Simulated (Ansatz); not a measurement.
CH4ClFSeSi, SMILES `C[Si](F)(Cl)[SeH]`. Charge 0, multiplicity 1.

```xyz
9

C     0.423   -1.090    0.293
Si   -0.289    0.364   -0.589
F     0.820    0.927   -1.584
Cl   -1.903   -0.180   -1.717
Se   -1.036    2.018    0.758
H     0.759   -1.837   -0.430
H     1.279   -0.784    0.900
H    -0.325   -1.540    0.947
H     0.272    2.123    1.424
```

**Question.** What are the harmonic wavenumbers in cm⁻¹ at PBE0-D4/def2-TZVP (Ansatz, finite differences of forces, unscaled)? (Estimate.)

**Answer.** Ansatz gave: 126, 135, 159, 181, 212, 228, 267, 404, 550, 645, 750, 798, 805, 913, 1282, 1439, 1442, 2434, 3057, 3143, 3157.

**Question.** Is this a minimum?

**Answer.** Yes, all 21 modes are real.

**Question.** Give the ideal-gas thermochemistry at 298.15 K and 1 bar (rigid rotor, harmonic oscillator; point group C1, symmetry number 1).

**Answer.** Zero-point energy 132.3 kJ/mol; H(298) − E = 155.5 kJ/mol; entropy 374.3 J/(mol·K), of which translation 173.4, rotation 121.3, vibration 79.6; G(298) − E = 43.9 kJ/mol.

**Question.** And at 400, 500, 600, 800 and 1000 K?

**Answer.** 
| T (K) | H − E (kJ/mol) | S (J/mol/K) | G − E (kJ/mol) |
| --- | --- | --- | --- |
| 400 | 168.0 | 410.1 | 3.9 |
| 500 | 181.4 | 440.1 | -38.6 |
| 600 | 195.9 | 466.5 | -84.0 |
| 800 | 227.1 | 511.2 | -181.9 |
| 1000 | 260.5 | 548.5 | -288.0 |
